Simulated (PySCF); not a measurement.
C6H10Si2 (charge -1 and doublet state).
Z-matrix (Å and degrees, GFN2-xTB geometry), rows numbered from 1:
```
Si
C   1  1.8318
C   2  1.4242  1  123.19
C   3  1.3605  2  122.43  1  -177.95
C   4  1.4242  3  122.41  2     1.15
Si  5  1.8317  4  123.21  3  -177.97
C   5  1.4238  4  115.15  3    -1.00
C   7  1.3609  5  122.42  4     0.83
H   1  1.4777  2  111.52  3   -15.53
H   1  1.4889  2  113.69  3  -136.98
H   1  1.5022  2  118.09  3   104.48
H   3  1.0872  2  118.01  1     2.72
H   4  1.0872  3  119.55  2  -179.51
H   6  1.4892  5  113.68  4  -136.97
H   6  1.5019  5  118.06  4   104.52
H   6  1.4778  5  111.56  4   -15.48
H   7  1.0877  5  118.03  4  -179.60
H   8  1.0876  2  118.05  1    -2.61
```

As a line formula: `[SiH3]C1=CC=C([SiH3])[CH-][CH]1` [radical] (charge -1).

The calculation used PySCF 2.14.0, UKS B3LYP, pcH-1 on C H Si, non-relativistic, mean-field spin-orbit, GIAO. Whether the extra electron is bound in the gas phase wasn't checked; a finite basis holds it in any case. Couplings are sensitive to structure, and on GFN2-xTB geometries they can be far from those on DFT ones, by a factor of two or more for some ions and for spin on atoms past the first row. Stability of the SCF solution: not tested. No frequencies were computed at this geometry's level, so the symmetric structure isn't shown to be a minimum.

Question: The isotropic 13C couplings, averaged over equivalent nuclei, are +19.9, -6.0 MHz. Assign them to C2/C5; C3/C4/C7/C8.

Answer: 
```csv
site,a_iso (MHz),ρ(0) (bohr⁻³),position,distance from C5 (Å),spin population,largest |T| (MHz)
C2/C5,+19.9,+0.0177,a main spin site,1.44,+0.33,51.2
C3/C4/C7/C8,-6.0,-0.0053,1 bond from C2,1.93,+0.04,10.6
```

Question: The isotropic 1H couplings, averaged over equivalent nuclei, are +24.9, -5.0 MHz. Assign them to H9 (×6); H12/H13/H17/H18.

Answer: 
```tsv
site	a_iso (MHz)	ρ(0) (bohr⁻³)	position	distance from C5 (Å)	bound to	spin population there	largest |T| (MHz)
H9 (×6)	+24.9	+0.0056	2 bonds from C2	4.15	Si1/Si6	+0.05	3.3
H12/H13/H17/H18	-5.0	-0.0011	2 bonds from C2	2.79	C3/C4/C7/C8	+0.04	4.6
```

ρ(0) is the spin density at the nucleus and T the dipolar tensor; a_iso includes a spin–orbit part; entries for several nuclei are means. The largest Mulliken spin populations are on C5 (+0.33) and C2 (+0.33). Main spin sites, with 60 % or more of the largest population: C2, C5; positions count bonds from the nearest.

Class means assume fast exchange of nuclei equivalent by connectivity; if that motion is slow, each nucleus keeps its own coupling. The six 1H nuclei of mean +24.9 MHz run from -0.4 to 51.5 MHz in the frozen geometry.

The SMILES `[SiH3]C1=CC=C([SiH3])[CH-][CH]1` draws the unpaired electron on C8, whose computed spin population is only +0.03.

Hardware: an Arm Neoverse V2 with one thread (shared host). Cost: 2.6 min of wall time.
